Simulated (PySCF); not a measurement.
Compound: C6H8FOPS.
Geometry (GFN2-xTB, Å), atoms numbered from 1 in this order:
```xyz
18
C6H8FOPS angstrom
C      3.0189   -0.7598   -0.1198
O      1.7593   -1.3428   -0.3681
C      0.7008   -0.5544   -0.1536
C     -0.5740   -0.8833   -0.4456
C     -1.5836    0.0921   -0.0780
C     -3.0264   -0.1492   -0.3538
C     -1.0671    1.1880    0.5107
F     -1.7758    2.2420    0.9460
P      0.7442    1.1255    0.6133
S      1.7875    2.5528   -0.1562
H      3.7511   -1.5596   -0.2127
H      3.0620   -0.3351    0.8918
H      3.2366    0.0311   -0.8443
H     -0.8477   -1.8083   -0.9237
H     -3.3539   -1.0590    0.1479
H     -3.6295    0.6866   -0.0093
H     -3.1798   -0.2849   -1.4239
H      0.9688    0.8247    1.9676
```

Mayer bond orders were computed from the PBE0/pcSseg-1 density (PySCF). The structure is a single GFN2-xTB conformer in the gas phase; no vibrational or solvent corrections.

Task: The orders 0.80, 0.89, 1.02, 1.70 belong to the bonds C1–O2, O2–C3, C3–C4, P9–C3, in another order. Match them.

Result: P9–C3 0.80; C1–O2 0.89; O2–C3 1.02; C3–C4 1.70.

Task: Set the orders of all bonds between heavy atoms beside their lengths and the difference of the IAO charges at their ends.

Result: 
| bond | Mayer order | length (Å) | q(first) − q(second) (e) |
| --- | --- | --- | --- |
| P9–S10 | 1.748 | 1.928 | +1.450 |
| C3–C4 | 1.701 | 1.349 | +0.189 |
| C5–C7 | 1.678 | 1.347 | -0.005 |
| C5–C6 | 1.065 | 1.489 | +0.426 |
| C4–C5 | 1.053 | 1.451 | -0.212 |
| O2–C3 | 1.021 | 1.337 | -0.269 |
| C7–F8 | 0.927 | 1.343 | +0.252 |
| C1–O2 | 0.886 | 1.410 | +0.087 |
| C7–P9 | 0.859 | 1.815 | -0.900 |
| P9–C3 | 0.804 | 1.847 | +0.928 |

Mayer orders depend on the basis set.
